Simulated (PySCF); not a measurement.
C2H5ClFNSi, SMILES N[Si@H](Cl)/C=C/F. Geometry: PBE-D3(BJ)/def2-SVP. The structure was generated by enumeration; whether it is a known compound was not checked. Other conformers were not sampled.

Method: PBE-D3(BJ)/def2-SVP run with PySCF.

Harmonic wavenumbers (cm⁻¹): 80, 117, 164, 212, 255, 315, 346, 428, 448, 501, 697, 751, 811, 831, 860, 894, 944, 1118, 1161, 1296, 1492, 1656, 2197, 3099, 3110, 3482, 3579. Rotational constants (GHz): 3.091, 1.302, 0.9775; symmetry number 1.

Q: Work out the zero-point energy and the ideal-gas rigid-rotor harmonic-oscillator thermochemistry at 298.15 K and 1 atm.

A: ZPE = ½ Σ hcν = ½ × 30845 cm⁻¹ = 44.10 kcal/mol. H − E(el) = 49.75 kcal/mol. Entropy in cal/(mol K): translation 40.40, rotation 28.79, vibration 19.62, total 88.81. G − E(el) = 23.27 kcal/mol. Cp = 29.64 cal/(mol K). Modes under 150 cm⁻¹ make the vibrational entropy uncertain.
